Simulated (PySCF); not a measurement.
## Polarisability and C₆ of K⁻ (potassium, charge -1)

[Ar] 4s2, closed-shell 1S. Computed with PySCF 2.14 in x2c-TZVPPall with one added diffuse shell each of s, p, d type (7s5p4d, 42 functions), with the spin-free X2C one-electron Hamiltonian (Gaussian nucleus). Coupled (time-dependent) response in atomic units; α is the mean over directions.

```json
{"method": "UHF", "mean α (bohr³)": "1670", "C₆ (like pair)": "70300", "S(−4)": "1514000"}
```

S(−4) is the Cauchy moment in α(ω) = α(0) + S(−4) ω² + …

α(iu) at UHF:

```tsv
u (hartree)	α(iu) (bohr³)
0	1670
0.0500	519.8
0.100	176.5
0.200	52.61
0.300	26.48
0.500	12.14
0.750	6.987
1.00	4.761
1.50	2.683
2.00	1.718
3.00	0.8669
5.00	0.3418
```

A single London oscillator, α(iu) = α/(1 + u²/ω²), gives C₆ = (3/4) ω α². Matching the computed C₆ needs ω = 4 × 70300 / (3 × 1670²) = 0.0336 hartree.

For an ion, C₆ is the dispersion term alone; charge-induced terms of lower order in 1/R come first.

The outer electron is barely bound at this level, so radii and moments hang on the diffuse functions.
